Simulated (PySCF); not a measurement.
## Dipole response of Bi (bismuth, neutral)

[Xe] 4f14 5d10 6s2 6p3, high-spin 4S determinant. Calculation: PySCF 2.14, in aug-cc-pwCVTZ-PP with ECP60MDF; scalar relativity through the core potential. Coupled (time-dependent) response in atomic units; α is the mean over directions.

```json
{"method": "wB97X-V", "mean α (bohr³)": "51.39", "C₆ (like pair)": "618.2", "S(−4)": "767.9"}
```

S(−4) is the Cauchy moment in α(ω) = α(0) + S(−4) ω² + …

Reference α: 48 ± 4 bohr³ (recommended; Schwerdtfeger and Nagle, table of static dipole polarizabilities (2023 update)). Published C₆: 513.0 (Gould and Bucko (2016)).

α(iu) at wB97X-V:

```
u (hartree)  α(iu) (bohr³)
          0          51.39
     0.0500          49.57
      0.100          45.02
      0.200          34.10
      0.300          25.44
      0.500          15.36
      0.750          9.578
       1.00          6.738
       1.50          4.066
       2.00          2.808
       3.00          1.605
       5.00         0.7269
```

A single London oscillator, α(iu) = α/(1 + u²/ω²), gives C₆ = (3/4) ω α². Matching the computed C₆ needs ω = 4 × 618.2 / (3 × 51.39²) = 0.312 hartree.

Energies and moments cover only the electrons outside the core potential. Spin-orbit coupling, which splits the p, d and f shells strongly at this Z, is absent. Spin-orbit coupling is strong in this species (close to jj coupling), so the high-spin LS determinant is a model state, not a physical level.
